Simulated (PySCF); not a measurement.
fluorine atom (F), doublet.

Here is a job for PySCF.
```python
from pyscf import gto, scf, dft

mol = gto.M(
    atom='''
F     0.00000000    0.00000000    0.00000000
''',
    basis='cc-pvtz',
    spin=1,
    verbose=4,
)

mf = dft.UKS(mol)
mf.xc = 'b97m_v'
mf = mf.density_fit(auxbasis='def2-universal-jkfit')
mf.kernel()
```

**Question.** Give the <S^2> at the level DF-B97M-V/cc-pVTZ run with PySCF.

**Answer.** 0.752

**Question.** What is the computed total energy (DF-B97M-V/cc-pVTZ)?

**Answer.** -99.7244 Eh

**Question.** Estimate the dipole moment that DF-B97M-V/cc-pVTZ returns for this input.

**Answer.** 0.00 D

**Question.** What HOMO energy does DF-B97M-V/cc-pVTZ give?

**Answer.** -10.72 eV

**Question.** What is the computed number of basis functions (DF-B97M-V/cc-pVTZ)?

**Answer.** 30

These values belong to the state on which the SCF converged, which isn't shown to be the lowest.
